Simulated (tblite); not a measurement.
A geometry optimisation, step by step.

Compound: BGe₂H₆O (doublet state).
SMILES with atom numbers: `[BH2:1][GeH:2][O:3][GeH3:4]` (hydrogens: H5, H6 on B1; H7 on Ge2; H8, H9, H10 on Ge4)

Computed with GFN2-xTB (tblite), gas phase: L-BFGS steps from a force-field or distance-geometry start until the largest atomic force falls under 0.01 eV/Å. 14 of its 61 geometries are shown.

Step 0: E = -331.1393 eV, largest atomic force 1.623 eV/Å
```
atom  x, y, z in Å  |  force x, y, z in eV/Å
B1      1.815   -0.740   -0.145   -0.918  -0.112   1.334
Ge2     1.109    1.101   -0.608    1.354  -0.556  -0.417
O3     -0.555    0.940   -1.170   -0.872  -0.336   0.319
Ge4    -1.567   -0.034   -0.097   -0.504   0.037   0.764
H5      1.006   -1.623   -0.144    0.532   0.338  -0.623
H6      2.656   -0.857    0.670    0.242   0.196  -0.607
H7      1.091    2.063    0.595   -0.156   0.219   0.143
H8     -1.597   -1.531   -0.472    0.034   0.539  -0.050
H9     -0.954    0.107    1.345   -0.230  -0.159  -0.547
H10    -2.994    0.579    0.004    0.519  -0.166  -0.316
```

Step 5: E = -331.5240 eV, largest atomic force 0.299 eV/Å
```
atom  x, y, z in Å  |  force x, y, z in eV/Å
B1      1.727   -0.727    0.029   -0.004  -0.227  -0.030
Ge2     1.179    1.074   -0.660   -0.235  -0.010   0.118
O3     -0.596    0.897   -1.094    0.237   0.098   0.044
Ge4    -1.604   -0.034   -0.037   -0.045   0.107   0.072
H5      1.037   -1.639   -0.239    0.242   0.126   0.006
H6      2.727   -0.837    0.612    0.027  -0.001  -0.044
H7      1.080    2.073    0.573    0.023   0.052  -0.226
H8     -1.600   -1.456   -0.477   -0.056  -0.149  -0.092
H9     -0.980    0.080    1.316   -0.048  -0.097   0.279
H10    -2.962    0.573   -0.045   -0.142   0.100  -0.128
```

Step 9: E = -331.5716 eV, largest atomic force 0.373 eV/Å
```
atom  x, y, z in Å  |  force x, y, z in eV/Å
B1      1.730   -0.741    0.062    0.251   0.227  -0.157
Ge2     1.163    1.045   -0.635    0.217  -0.145   0.116
O3     -0.574    0.908   -1.051   -0.334  -0.045   0.125
Ge4    -1.624   -0.019   -0.003   -0.019  -0.196  -0.104
H5      1.094   -1.646   -0.271   -0.073  -0.278  -0.037
H6      2.759   -0.835    0.588    0.080  -0.036   0.069
H7      1.083    2.107    0.503    0.044   0.246  -0.028
H8     -1.620   -1.458   -0.500   -0.052   0.243   0.090
H9     -1.013    0.041    1.385   -0.211  -0.040  -0.057
H10    -2.991    0.603   -0.100    0.098   0.023  -0.017
```

Step 14: E = -331.6943 eV, largest atomic force 0.506 eV/Å
```
atom  x, y, z in Å  |  force x, y, z in eV/Å
B1      1.851   -0.788    0.035   -0.099  -0.265   0.028
Ge2     1.154    0.957   -0.499   -0.246   0.264   0.042
O3     -0.622    0.927   -0.877    0.446   0.038   0.124
Ge4    -1.715   -0.035    0.056   -0.207   0.344   0.225
H5      1.265   -1.739   -0.341    0.157   0.202   0.042
H6      2.886   -0.849    0.563    0.080   0.002  -0.059
H7      1.132    2.321    0.280    0.175  -0.069  -0.137
H8     -1.704   -1.392   -0.524   -0.042  -0.459  -0.095
H9     -1.234   -0.083    1.520   -0.295   0.056  -0.407
H10    -3.005    0.685   -0.236    0.031  -0.112   0.235
```

Step 18: E = -331.7780 eV, largest atomic force 0.735 eV/Å
```
atom  x, y, z in Å  |  force x, y, z in eV/Å
B1      1.922   -0.827    0.039    0.064   0.339   0.062
Ge2     1.143    0.936   -0.391    0.431  -0.110   0.142
O3     -0.595    0.938   -0.716   -0.224  -0.047   0.154
Ge4    -1.803   -0.025    0.090    0.132  -0.383  -0.613
H5      1.394   -1.776   -0.389   -0.080   0.069  -0.004
H6      2.985   -0.857    0.526   -0.037   0.037  -0.103
H7      1.210    2.442    0.099    0.148  -0.213  -0.082
H8     -1.773   -1.405   -0.540   -0.068   0.152   0.104
H9     -1.449   -0.147    1.530   -0.067   0.070   0.241
H10    -3.025    0.724   -0.271   -0.297   0.086   0.100
```

Step 23: E = -331.8508 eV, largest atomic force 0.240 eV/Å
```
atom  x, y, z in Å  |  force x, y, z in eV/Å
B1      1.977   -0.817    0.048    0.107   0.065  -0.057
Ge2     1.187    0.928   -0.295   -0.024  -0.076  -0.037
O3     -0.578    0.940   -0.578    0.021   0.004   0.002
Ge4    -1.855   -0.052    0.044   -0.089   0.076   0.210
H5      1.467   -1.764   -0.411   -0.159   0.096   0.066
H6      3.055   -0.852    0.482    0.143   0.047   0.015
H7      1.304    2.470   -0.040    0.074  -0.119   0.000
H8     -1.833   -1.427   -0.547   -0.015   0.003  -0.135
H9     -1.631   -0.169    1.530   -0.055  -0.016   0.011
H10    -3.084    0.749   -0.255   -0.002  -0.079  -0.073
```

Step 28: E = -331.8918 eV, largest atomic force 0.168 eV/Å
```
atom  x, y, z in Å  |  force x, y, z in eV/Å
B1      2.086   -0.799    0.015   -0.035  -0.040  -0.033
Ge2     1.203    0.900   -0.224   -0.098   0.054  -0.021
O3     -0.579    0.930   -0.446    0.034  -0.061   0.064
Ge4    -1.920   -0.057    0.073    0.025   0.047  -0.004
H5      1.476   -1.715   -0.387    0.057  -0.048   0.151
H6      3.170   -0.830    0.444   -0.015  -0.004  -0.119
H7      1.408    2.443   -0.168   -0.047   0.007   0.021
H8     -1.892   -1.404   -0.603    0.030   0.101   0.013
H9     -1.809   -0.208    1.567   -0.016  -0.045  -0.021
H10    -3.134    0.745   -0.296    0.065  -0.012  -0.051
```

Step 32: E = -331.9058 eV, largest atomic force 0.189 eV/Å
```
atom  x, y, z in Å  |  force x, y, z in eV/Å
B1      2.105   -0.797    0.015   -0.022   0.082  -0.031
Ge2     1.194    0.894   -0.212    0.182   0.013   0.009
O3     -0.575    0.910   -0.374   -0.018   0.123   0.005
Ge4    -1.941   -0.045    0.096   -0.003  -0.060  -0.010
H5      1.503   -1.728   -0.342   -0.076  -0.147   0.091
H6      3.208   -0.821    0.384    0.060   0.049  -0.069
H7      1.416    2.442   -0.208   -0.081  -0.050   0.032
H8     -1.901   -1.355   -0.621    0.040  -0.134  -0.038
H9     -1.873   -0.245    1.583   -0.042   0.007  -0.005
H10    -3.126    0.749   -0.343   -0.041   0.117   0.015
```

Step 37: E = -331.9396 eV, largest atomic force 0.266 eV/Å
```
atom  x, y, z in Å  |  force x, y, z in eV/Å
B1      2.159   -0.788   -0.057    0.090  -0.141   0.131
Ge2     1.232    0.895   -0.149   -0.224  -0.142   0.013
O3     -0.557    0.917   -0.199   -0.049  -0.015   0.005
Ge4    -1.982   -0.041    0.098    0.029   0.055  -0.046
H5      1.543   -1.778   -0.136   -0.101   0.055   0.004
H6      3.296   -0.780    0.195    0.096   0.057  -0.107
H7      1.426    2.419   -0.284   -0.019   0.102   0.007
H8     -1.906   -1.330   -0.669    0.051  -0.021  -0.009
H9     -2.075   -0.308    1.575    0.019   0.025  -0.030
H10    -3.127    0.799   -0.396    0.107   0.025   0.032
```

Step 42: E = -331.9628 eV, largest atomic force 0.176 eV/Å
```
atom  x, y, z in Å  |  force x, y, z in eV/Å
B1      2.175   -0.809   -0.026    0.154   0.085   0.014
Ge2     1.220    0.863   -0.143   -0.037   0.049  -0.004
O3     -0.554    0.913   -0.098   -0.055   0.033  -0.024
Ge4    -1.990   -0.032    0.093   -0.063  -0.074  -0.025
H5      1.546   -1.792    0.004    0.000  -0.015   0.026
H6      3.341   -0.737    0.017   -0.082  -0.090  -0.034
H7      1.393    2.400   -0.295    0.031  -0.017   0.019
H8     -1.875   -1.303   -0.697    0.019  -0.016  -0.021
H9     -2.156   -0.338    1.552    0.005   0.014   0.044
H10    -3.091    0.840   -0.430    0.029   0.032   0.005
```

Step 46: E = -331.9671 eV, largest atomic force 0.076 eV/Å
```
atom  x, y, z in Å  |  force x, y, z in eV/Å
B1      2.184   -0.802   -0.022   -0.048  -0.010   0.000
Ge2     1.210    0.859   -0.140   -0.027   0.019   0.003
O3     -0.565    0.918   -0.082   -0.023  -0.033  -0.009
Ge4    -2.002   -0.041    0.091    0.059   0.034   0.034
H5      1.556   -1.786    0.053    0.026   0.022   0.014
H6      3.347   -0.746   -0.037    0.029  -0.030  -0.011
H7      1.389    2.391   -0.291    0.026   0.026   0.008
H8     -1.862   -1.302   -0.711   -0.013  -0.018  -0.005
H9     -2.172   -0.342    1.554   -0.005  -0.002  -0.030
H10    -3.077    0.856   -0.438   -0.025  -0.008  -0.002
```

Step 51: E = -331.9679 eV, largest atomic force 0.028 eV/Å
```
atom  x, y, z in Å  |  force x, y, z in eV/Å
B1      2.186   -0.799   -0.027    0.003  -0.023   0.009
Ge2     1.210    0.862   -0.133    0.016   0.011   0.002
O3     -0.565    0.915   -0.072    0.012   0.013  -0.013
Ge4    -2.001   -0.039    0.090   -0.018  -0.022   0.002
H5      1.563   -1.783    0.076   -0.007   0.010   0.005
H6      3.350   -0.752   -0.059   -0.002   0.002  -0.011
H7      1.397    2.393   -0.293    0.004   0.011   0.006
H8     -1.863   -1.302   -0.713   -0.007   0.008   0.003
H9     -2.188   -0.346    1.548    0.008  -0.005   0.006
H10    -3.078    0.857   -0.438   -0.008  -0.004  -0.010
```

Step 55: E = -331.9683 eV, largest atomic force 0.033 eV/Å
```
atom  x, y, z in Å  |  force x, y, z in eV/Å
B1      2.184   -0.800   -0.026    0.002   0.025   0.006
Ge2     1.212    0.863   -0.134   -0.002  -0.001   0.005
O3     -0.564    0.916   -0.079   -0.009  -0.004   0.004
Ge4    -2.001   -0.040    0.089    0.006   0.016  -0.009
H5      1.560   -1.779    0.095   -0.023  -0.024   0.000
H6      3.347   -0.755   -0.076    0.016  -0.005  -0.004
H7      1.397    2.396   -0.283    0.007   0.014  -0.002
H8     -1.863   -1.301   -0.714   -0.004  -0.015  -0.006
H9     -2.184   -0.348    1.547    0.007   0.002   0.003
H10    -3.079    0.854   -0.442   -0.001  -0.008   0.003
```

Step 60: E = -331.9687 eV, largest atomic force 0.008 eV/Å
```
atom  x, y, z in Å  |  force x, y, z in eV/Å
B1      2.177   -0.798   -0.020   -0.006  -0.003  -0.003
Ge2     1.213    0.869   -0.139   -0.001  -0.001   0.001
O3     -0.564    0.918   -0.106    0.002   0.006   0.005
Ge4    -1.995   -0.042    0.086    0.000  -0.006   0.002
H5      1.542   -1.775    0.081   -0.001   0.004   0.001
H6      3.342   -0.763   -0.060    0.001  -0.002   0.002
H7      1.402    2.405   -0.268    0.000   0.001  -0.002
H8     -1.866   -1.310   -0.710    0.001   0.001  -0.001
H9     -2.157   -0.341    1.548    0.004   0.000  -0.002
H10    -3.085    0.843   -0.435    0.001  -0.001  -0.002
```

Question: Summarise the path.

Answer: The energy falls by 80.02 kJ/mol from step 0 to step 60; nine tenths of that is first reached at step 27. It falls at every step. The largest force goes from 1.623 to 0.008 eV/Å. Among the bonds B1–Ge2 changes most, from 2.026 to 1.930 Å; the atoms move by 0.790 Å rms after alignment.

The cost below is that of the whole relaxation. The run took 0.22 s of wall time on one thread of an Arm Neoverse V2, no GPU, shared host.
